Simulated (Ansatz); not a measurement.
Correlation energies of AlFH4O4Si (`O[Si](O)(O)[O][AlH][F]`) by basis set

```xyz
11

O     0.9185    0.4246    1.6090
Si    0.8361   -0.0591    0.0457
O     1.2827    1.1237   -0.9828
O     1.8706   -1.2658   -0.3050
O    -0.6997   -0.5264   -0.1486
Al   -2.3295   -0.2084   -0.3628
F    -2.7974    1.3502   -0.6121
H     1.7879    0.6564    1.9389
H     0.9012    1.9899   -0.8363
H     1.6316   -2.1414   -0.0009
H    -3.4021   -1.3436   -0.3450
```

Total charge 0; spin multiplicity 1. The geometry is a stationary point of PBE0-D4/def2-TZVP. It is one conformer, not always the lowest. Frozen core, restricted reference, Ansatz. CBS rows extrapolate triple and quadruple zeta; past MP2 they add the triple-zeta difference.

```json
{"basis": "def2-SVP", "HF (Eh)": "-931.93097", "MP2 corr.": "-1.06878", "CCSD corr.": "?", "(T)": "-0.02047", "CCSD(T) total": "?"}
{"basis": "def2-TZVPP", "HF (Eh)": "-932.66030", "MP2 corr.": "?", "CCSD corr.": "-1.40168", "(T)": "-0.04664", "CCSD(T) total": "?"}
{"basis": "def2-QZVPP", "HF (Eh)": "-932.69799", "MP2 corr.": "-1.50604", "CCSD corr.": "–", "(T)": "–", "CCSD(T) total": "–"}
{"basis": "CBS(def2)", "HF (Eh)": "?", "MP2 corr.": "-1.59448", "CCSD corr.": "?", "(T)": "as TZ", "CCSD(T) total": "?"}
```

Task: Fill in the withheld values. (An estimate is asked.)

Result: Computed: def2-SVP CCSD corr.: -1.09658; def2-SVP CCSD(T) total: -933.04802; def2-TZVPP MP2 corr.: -1.38665; def2-TZVPP CCSD(T) total: -934.10862; CBS(def2) HF (Eh): -932.70318; CBS(def2) CCSD corr.: -1.60952; CBS(def2) CCSD(T) total: -934.35934.
